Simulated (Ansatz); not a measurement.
## CuF, singlet: energies of several shapes or isomers

Computed with Ansatz's Gaussian-basis code (development build). Basis def2-SVP, nonrelativistic, 10 orbitals frozen in the corrections; active space CAS(18,10). Restricted Hartree–Fock, then the lowest state-specific CASSCF solution met for each case. The basis is small, far from the limit. On stretched bonds single-reference methods can fail or change state. Unlike active orbitals can shift such differences by tenths of an eV, at times by over 1 eV.

Case A: bond length 2.6175 Å. A bond is stretched, to 1.38 times the sum of the covalent radii.

Case B: bond length 3.4900 Å. A bond is stretched, to 1.85 times the sum of the covalent radii.

Case C: bond length 5.2350 Å. A bond is stretched, to 2.77 times the sum of the covalent radii.

Energy less that of case A, in eV:

```csv
case,RHF/ROHF,CASSCF
B,+1.957,+0.908
C,+3.599,+1.007
```

Task: What does SC-NEVPT2 give for these differences?

Result: B: +1.593 eV (36.7 kcal/mol); C: +1.748 eV (40.3 kcal/mol).

Task: Which case is lowest, and do the methods agree?

Result: A is lowest in SC-NEVPT2. Of the methods shown, RHF/ROHF, CASSCF agree.
